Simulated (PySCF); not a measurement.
Molfile (atoms numbered from 1):
```
C9H16
     RDKit          3D

 25 26  0  0  0  0  0  0  0  0999 V2000
   -3.0969   -0.5446    0.2767 C   0  0  0  0  0  0  0  0  0  0  0  0
   -1.6107   -0.8520    0.1777 C   0  0  0  0  0  0  0  0  0  0  0  0
   -0.7421    0.3838    0.2839 C   0  0  2  0  0  0  0  0  0  0  0  0
   -0.7575    1.4320   -0.8481 C   0  0  0  0  0  0  0  0  0  0  0  0
    0.7454    1.6503   -0.6060 C   0  0  0  0  0  0  0  0  0  0  0  0
    0.7857    0.2805    0.1008 C   0  0  0  0  0  0  0  0  0  0  0  0
    1.8111    0.0019    1.2093 C   0  0  0  0  0  0  0  0  0  0  0  0
    2.6776   -0.7326    0.1697 C   0  0  0  0  0  0  0  0  0  0  0  0
    1.4251   -0.8649   -0.7161 C   0  0  0  0  0  0  0  0  0  0  0  0
   -3.3422   -0.0624    1.2368 H   0  0  0  0  0  0  0  0  0  0  0  0
   -3.4154    0.1412   -0.5247 H   0  0  0  0  0  0  0  0  0  0  0  0
   -3.7086   -1.4561    0.1957 H   0  0  0  0  0  0  0  0  0  0  0  0
   -1.4013   -1.3585   -0.7811 H   0  0  0  0  0  0  0  0  0  0  0  0
   -1.3224   -1.5687    0.9676 H   0  0  0  0  0  0  0  0  0  0  0  0
   -0.9361    0.8893    1.2484 H   0  0  0  0  0  0  0  0  0  0  0  0
   -0.9435    0.9503   -1.8222 H   0  0  0  0  0  0  0  0  0  0  0  0
   -1.4310    2.2972   -0.7549 H   0  0  0  0  0  0  0  0  0  0  0  0
    1.4001    1.7979   -1.4795 H   0  0  0  0  0  0  0  0  0  0  0  0
    0.9256    2.4687    0.1095 H   0  0  0  0  0  0  0  0  0  0  0  0
    1.4025   -0.6904    1.9637 H   0  0  0  0  0  0  0  0  0  0  0  0
    2.2394    0.8733    1.7300 H   0  0  0  0  0  0  0  0  0  0  0  0
    3.4258   -0.0622   -0.2798 H   0  0  0  0  0  0  0  0  0  0  0  0
    3.1856   -1.6578    0.4806 H   0  0  0  0  0  0  0  0  0  0  0  0
    1.5332   -0.7215   -1.8031 H   0  0  0  0  0  0  0  0  0  0  0  0
    0.9111   -1.8230   -0.5407 H   0  0  0  0  0  0  0  0  0  0  0  0
  1  2  1  0
  2  3  1  0
  3  4  1  0
  4  5  1  0
  5  6  1  0
  6  7  1  0
  7  8  1  0
  8  9  1  0
  6  3  1  0
  9  6  1  0
  1 10  1  0
  1 11  1  0
  1 12  1  0
  2 13  1  0
  2 14  1  0
  3 15  1  1
  4 16  1  0
  4 17  1  0
  5 18  1  0
  5 19  1  0
  7 20  1  0
  7 21  1  0
  8 22  1  0
  8 23  1  0
  9 24  1  0
  9 25  1  0
M  END
```

Geometry: PBE0-D3(BJ)/def2-SVP; GIAO shifts from PySCF, gas phase, non-relativistic, averaged over equivalent atoms.

At PBE0/pcSseg-1 (233 basis functions, 38 s wall time on 1 thread of an Arm Neoverse V2, shared host):
```csv
atoms,δ (ppm)
C6,45.3
C3,45.0
C5,34.6
C7,33.9
C9,29.7
C2,26.7
C4,24.7
C8,17.8
C1,12.8
H25,2.01
H20,1.87
H18,1.86
H22,1.84
H17,1.82
H19,1.75
H23,1.56
H21,1.51
H24,1.49
H15,1.46
H14,1.36
H16,1.17
H13,0.93
H10/H11/H12,0.87
```

Referencing at the same level of theory: $^{13}$C (σref 184.41) and $^{1}$H (σref 31.27) against TMS.

What do these become at mPW1PW91/pcSseg-1?

Answers


```csv
atoms,δ at mPW1PW91/pcSseg-1,change
C6,45.2,-0.1
C3,44.8,-0.2
C5,34.5,-0.1
C7,33.9,+0.0
C9,29.8,+0.1
C2,26.7,+0.0
C4,24.8,+0.1
C8,18.0,+0.2
C1,13.0,+0.2
H25,2.00,-0.01
H20,1.86,-0.01
H18,1.85,-0.01
H22,1.82,-0.02
H17,1.80,-0.02
H19,1.74,-0.01
H23,1.56,+0.00
H21,1.51,+0.00
H24,1.49,+0.00
H15,1.46,+0.00
H14,1.35,-0.01
H16,1.17,+0.00
H13,0.93,+0.00
H10/H11/H12,0.87,+0.00
```

δ = σ(ref) − σ, references computed at the same level: $^{13}$C (σ = 183.54 ppm), $^{1}$H (σ = 31.32 ppm) vs TMS.

The largest change is at C3 (sp3 CH in a ring). Cost: 233 basis functions, 37 s wall time on 1 thread of an Arm Neoverse V2, shared host. The order of the carbon signals is the same at both levels.
